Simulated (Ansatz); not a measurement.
Problem. Name a neutral molecule of N, Sb, Si and H with HOMO–LUMO gap (B3LYP/def2-TZVPP) between 5.85 and 6.15 eV and HOMO–LUMO gap (PBE/def2-TZVPP) between 4.40 and 4.70 eV (Ansatz, PBE0-D4/def2-TZVP geometry).

Solution. `N[SiH2][SbH2]` (6.09 eV, 4.65 eV). Other molecules can fit too; these were computed, each in one conformer that needn't be the lowest.

B3LYP here is the variant with VWN-RPA as its local correlation; programs differ in this.
